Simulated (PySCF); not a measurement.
C₂H₆ClFSi, SMILES C[Si](F)(C)Cl.

Coordinates come from a PBE0-D3(BJ)/def2-SVP optimisation.

Calculation: TDDFT-PBE/def2-SVPD run with PySCF.

Vertical excitations. The molecule is in vacuum. State labels are in the subgroup Cs.

```tsv
state	symmetry	energy (eV)	λ (nm)	f	main pairs
S1	A"	7.13	174	0.075	HOMO→LUMO 99 %
S2	A'	7.56	164	0.022	HOMO−1→LUMO 99 %
S3	A"	7.78	159	0.017	HOMO→LUMO+1 98 %
S4	A"	7.87	158	0.003	HOMO→LUMO+2 98 %
S5	A"	8.06	154	0.009	HOMO−2→LUMO 99 %
S6	A'	8.19	151	0.001	HOMO→LUMO+3 83 %, HOMO−1→LUMO+1 13 %
S7	A'	8.29	149	0.017	HOMO−1→LUMO+1 77 %
S8	A'	8.41	147	0.050	HOMO−3→LUMO 57 %, HOMO−1→LUMO+2 38 %
S9	A'	8.49	146	0.080	HOMO−1→LUMO+2 51 %, HOMO−3→LUMO 29 %
S10	A"	8.60	144	0.002	HOMO−1→LUMO+3 99 %
T1	A"	6.97	178	0	HOMO→LUMO 99 %
T2	A"	7.44	167	0	HOMO→LUMO+1 98 %
T3	A'	7.45	166	0	HOMO−1→LUMO 97 %
T4	A"	7.67	162	0	HOMO→LUMO+2 98 %
```
Triplets are in the Tamm–Dancoff approximation, which puts them higher than full response would, so one can lie above its singlet here.
